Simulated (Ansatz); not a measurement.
Basis-set extrapolation for C3H2F4, SMILES `F/C=C(/F)C(F)F` (PBE0-D4/def2-TZVP geometry, frozen core, Ansatz 0.2.0). Multiplicity 1, RHF reference.

```json
{"": "HF", "def2-TZVPP": "-512.696314", "def2-QZVPP": "-512.718386"}
{"": "MP2 correlation", "def2-TZVPP": "-1.456279", "def2-QZVPP": "-1.584128"}
{"": "CCSD(T) correlation", "def2-TZVPP": "-1.525424", "def2-QZVPP": "not run"}
```

Energies in hartree. Use E(X) = E(∞) + A·exp(−7.88·√X) for Hartree–Fock and E(X) = E(∞) + B·X^(−2.97) for correlation, with X = 3 and 4, and add CCSD(T) minus MP2 of the smaller set to the MP2 limit.

Question: What is the CCSD(T) energy at the basis-set limit?

Answer: HF limit: -512.718386 + (-0.022072) × 0.13774 = -512.72143. MP2 limit: -1.584128 + (-0.127849) × 0.74074 = -1.67883. Higher-order term: -1.525424 − (-1.456279) = -0.06914. Total: -514.46940 hartree, 155.4 kcal/mol below CCSD(T)/def2-TZVPP.
